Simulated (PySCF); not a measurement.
**Gas-phase XPS of Be(SiH3)2, computed**

Species: Be(SiH3)2.
Geometry (PBE0-D3(BJ)/def2-SVP, Å), atoms numbered from 1 in this order:
```xyz
9
BeH6Si2 angstrom
Be     0.0049    0.0046    0.0000
Si     0.0002   -0.0155    2.1961
H      0.9041   -1.0782    2.7498
H     -1.3687   -0.2776    2.7533
H      0.4611    1.2903    2.7750
Si     0.0012    0.0166   -2.1961
H      1.3386    0.3959   -2.7619
H     -0.9962    0.9919   -2.7503
H     -0.3452   -1.3281   -2.7659
```

Level of theory: delta-SCF UKS SCAN, pcX-2 on the ionised atom, pcseg-1 elsewhere, spin-free X2C (PySCF). Each binding energy is the total energy of the core-ionised species, with the hole localised on one atom, minus that of the ground state; both are solved self-consistently, so orbital relaxation is included.

Task: List the computed XPS lines with their assignment.

Result: 
| atom(s) | environment | level | binding energy (eV) | 2p1/2 (eV) | count |
| --- | --- | --- | --- | --- | --- |
| Si2/Si6 | silicon bonded to Be and 3 H | Si 1s | 1845.85 | – | 2 |
| Be1 | beryllium bonded to 2 Si | Be 1s | 120.91 | – | 1 |
| Si2/Si6 | silicon bonded to Be and 3 H | Si 2p3/2 | 106.17 | 106.79 | 2 |

Task: Which effective nuclear charge Zeff reproduces each element's mean 1s value in the hydrogen-like formula E = 13.606 eV × Zeff²?

Result: Be (Z = 4): mean 120.9 eV, Zeff = 2.98, Z − Zeff = 1.02; Si (Z = 14): mean 1845.9 eV, Zeff = 11.65, Z − Zeff = 2.35. Means run over the listed sites, weighted by atom count.

Task: Which photon energy gives electrons from Si 2p3/2 of Si2/Si6 a kinetic energy of 100 eV, and what is their de Broglie wavelength?

Result: hν = 106.17 + 100 = 206.17 eV, recoil neglected; λ = 12.264 Å/√(E/eV) = 1.23 Å.

The first atom of each set that the bonding makes equivalent was ionised and stands for the set. The 2p values aren't plain energy differences: one relaxed spin-free 2p hole is combined with a matrix within the shell (ground-state 2p orbital-energy differences and spin–orbit coupling). 2p3/2, the mean of its two sublevels, lies a third of the splitting below the shell's mean and 2p1/2 two thirds above it; the statistical areas are 2:1. 2p1/2 minus 2p3/2 (ligand field included): Si 0.62 eV. Isolated species at its PBE0-D3(BJ)/def2-SVP geometry, gas phase.

Hardware: one thread, Arm Neoverse V2, no GPU, on a shared host. Cost: 8.1 s of wall time.
